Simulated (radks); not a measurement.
Q: Valence configurations of the gallium ion Ga+ (all share [Ar]). Method: scalar-relativistic Kohn-Sham, PBE, spin-polarised, spherical densities, point nucleus; open shells are filled with parallel spins first; computed with a radial shooting solver on a logarithmic mesh with Libxc functionals. Order these by energy: 3d10 4s2; 3d10 4s1 4p1; 3d10 4s1.5 4p0.5; 3d8 4s2 4p2; 3d9 4s2 4p1; 3d10 4p2; 3d9.5 4s2 4p0.5; 3d9.5 4s1.5 4p1.

A: From the lowest, in eV above it: 3d10 4s2 0.000; 3d10 4s1.5 4p0.5 3.400; 3d10 4s1 4p1 6.363; 3d9.5 4s2 4p0.5 9.921; 3d9.5 4s1.5 4p1 13.283; 3d10 4p2 13.988; 3d9 4s2 4p1 21.399; 3d8 4s2 4p2 49.344. NIST lists [Ar] 3d10 4s2 as the ground configuration; this level of theory agrees among the configurations tried. The energies are those of spherical high-spin densities, not of single terms.
